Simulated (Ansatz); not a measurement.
`C/C=[CH]\[GaH2]` + `C[SiH2]O` → `C[SiH2][O][GaH2]` + `C=CC` at 700 K and 1 bar (ligand exchange at a Ga–C bond).

Gas-phase electronic energies from Ansatz, PBE0-D4/def2-TZVP geometries. CCSD(T)/CBS adds triple-zeta CCSD(T) − MP2 to the extrapolated MP2 energy (def2 sets, frozen cores). This one scheme is used for every species. For Ga outer-core shells are correlated without core-valence functions, which leaves a few kJ/mol of doubt a bond. Scalar relativity is left out up to krypton. Each species was taken in one conformer, which may not be the lowest.

| species | CCSD(T)/CBS energy (Eh) | H − E (kJ/mol) | S (J/(mol·K)) |
| --- | --- | --- | --- |
| `C/C=[CH]\[GaH2]` | -2042.27078 | 292.5 | 441.7 |
| `C[SiH2]O` | -405.96945 | 239.4 | 390.4 |
| `C[SiH2][O][GaH2]` | -2330.52677 | 271.6 | 496.1 |
| `C=CC` | -117.74610 | 260.0 | 340.6 |

H − E and S are ideal-gas, rigid-rotor, harmonic terms from PBE0-D4/def2-TZVP, for one conformer and one mirror image of each species. 1 Eh = 2625.50 kJ/mol, R = 8.31446 J/(mol·K).

Problem. By hand: ΔE, ΔH, ΔS and ΔG.

Solution. ΔE = (-2330.52677) + (-117.74610) − (-2042.27078) − (-405.96945) = -0.03264 Eh = -85.7 kJ/mol. Δ(H − E) = 271.6 + 260.0 − 292.5 − 239.4 = -0.3, so ΔH = -86.0 kJ/mol. ΔS = 496.1 + 340.6 − 441.7 − 390.4 = 4.6 J/(mol·K). ΔG = -86.0 − 700 × (4.6)/1000 = -89.2 kJ/mol.

Problem. By hand: the equilibrium constant, and the temperature at which ΔG would vanish if ΔH and ΔS stayed fixed.

Solution. log₁₀ K = −ΔG/(RT ln 10) = 6.7. ΔH and −TΔS have one sign here, so there is no such temperature. One of them is within its doubt of zero, so this could turn.

The number of gas molecules stays the same, so ΔS is small and ΔH decides. A doubt of 5 kJ/mol in ΔE shifts log₁₀ K by 0.4 here. Other conformers and mirror images would add mixing entropy, several J/(mol·K) or more a flexible species. Modes under 60 cm⁻¹, often nearly free rotors, make the harmonic entropy too high. These are equilibria of isolated gas molecules and say nothing of rates. Largest T1 diagnostic: 0.013 (customary marks: 0.02 for closed shells, 0.045 for open ones).
